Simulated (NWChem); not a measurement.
Molecule: disilicic acid (Si₂H₆O₇); SMILES O[Si](O)(O)O[Si](O)(O)O

```xyz
15

O      1.0564    -2.5373     0.8845
Si    -0.0125    -1.4808     0.2115
O      0.1958    -1.5170    -1.4191
O     -1.5141    -1.8805     0.7438
O      0.2368     0.0766     0.7277
Si     0.0184     1.5578     0.0657
O      1.2310     2.5469     0.5738
O     -0.0032     1.2760    -1.5742
O     -1.4008     2.3075     0.4021
H      1.8433    -2.6972     0.3553
H      0.0856    -0.6422    -1.8288
H     -1.7039    -2.8224     0.7718
H      2.0572     2.1101     0.8003
H     -0.4260     1.9518    -2.1133
H     -1.4542     2.7679     1.2445
```
Atoms are numbered in this order, from 1.

Results from NWChem. Pople sets run with spherical d functions. Geometry: optimised at PBE0/def2-SVP. Not confirmed as a minimum by frequencies. Level: PBE0/6-31G* with SMD (1 M gas to 1 M solution), gas-phase geometry. Reactions with the solvent are ignored.

For solvent chlorobenzene:

```yaml
solvation free energy (kcal/mol): -11.4
cavity-dispersion-structure term (kcal/mol): -2.6
dipole in solution (D): 1.98
```

### Question
What are these values for solvent water?

### Answer
- solvation free energy (kcal/mol): -24.1
- cavity-dispersion-structure term (kcal/mol): 3.5
- dipole in solution (D): 2.20
